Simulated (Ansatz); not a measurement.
A nudged elastic band was laid between two geometries of CH6GeN2O (11 atoms, charge 0, multiplicity 1).

The calculation used RKS PBE/def2-SVP (Ansatz).

* movable images: 5
* climbing image: yes
* spring: 5.0 eV/Å²
* optimiser: quadratic models (default)
* start path: through a guess of the saddle point
* force threshold: 0.05 eV/Å
* iteration limit: 60
* end points: relaxed

First end point:

```xyz
11
Properties=species:S:1:pos:R:3
N 0.340 0.818 2.077
C 0.004 0.777 0.843
O 0.006 1.918 0.106
Ge -0.561 -0.799 -0.260
N 0.391 -1.089 -1.827
H 0.300 -0.116 2.510
H 0.290 2.629 0.729
H -2.046 -0.620 -0.669
H -0.357 -2.044 0.645
H 1.394 -1.230 -1.655
H 0.306 -0.300 -2.479
```

Last end point:

```xyz
11
Properties=species:S:1:pos:R:3
N 1.131 1.269 0.800
C -0.074 0.835 0.799
O -1.003 1.386 1.615
Ge -0.790 -0.650 -0.333
N 0.560 -1.341 -1.397
H 1.697 0.738 0.119
H -0.532 2.096 2.113
H -1.893 -0.116 -1.279
H -1.309 -1.801 0.563
H 1.334 -1.781 -0.890
H 0.944 -0.691 -2.091
```

(1) Which bonds break or form, and what moves?

(2) What energy profile does the band end with?

(3) What is the geometry of the highest image?

(4) What are the harmonic wavenumbers there?

## Answers

(1) No bond is made or broken. The dihedral O3–C2–Ge4–H8 goes from -66 to 62°.

(2) It converged. The highest image is number 3 of 0 to 6, 0.046 eV above the first end and 0.072 eV above the last; the last end lies 0.026 eV below the first. A vibrational analysis at the climbing image gives one clearly imaginary mode, 56i cm⁻¹: a first-order saddle point.

```tsv
image	path coordinate (Å)	energy (eV)	dihedral O3–C2–Ge4–H8 (°)
0	0.00	0.000	-66
1	0.89	0.010	-44
2	1.77	0.033	-21
3	2.66	0.046	2
4	3.43	0.029	22
5	4.21	-0.007	42
6	4.98	-0.026	62
```

(3) 
```xyz
11
Properties=species:S:1:pos:R:3:forces:R:3
N 1.046 0.879 1.493 0.00 -0.03 -0.01
C -0.040 0.823 0.815 0.00 0.00 0.03
O -0.870 1.894 0.793 -0.04 0.00 -0.03
Ge -0.729 -0.693 -0.307 0.00 -0.02 -0.03
N 0.455 -1.240 -1.631 0.01 0.02 0.00
H 1.579 -0.002 1.433 -0.01 0.02 0.00
H -0.440 2.571 1.368 0.03 0.01 0.02
H -2.049 -0.295 -1.009 0.00 0.01 0.00
H -0.909 -1.920 0.625 0.01 0.01 0.02
H 1.349 -1.582 -1.258 -0.01 -0.01 0.01
H 0.673 -0.493 -2.302 -0.01 -0.01 0.00
```

(4) 56i, 129, 176, 225, 323, 410, 474, 556, 625, 650, 669, 675, 765, 803, 812, 912, 1045, 1181, 1329, 1506, 1657, 2085, 2105, 3411, 3432, 3526, 3535 cm⁻¹.

Run time: 90 s on 2 threads of Intel(R) Xeon(R) Platinum 8488C (Sapphire Rapids), with other jobs on the host, peak memory 0.19 GiB.
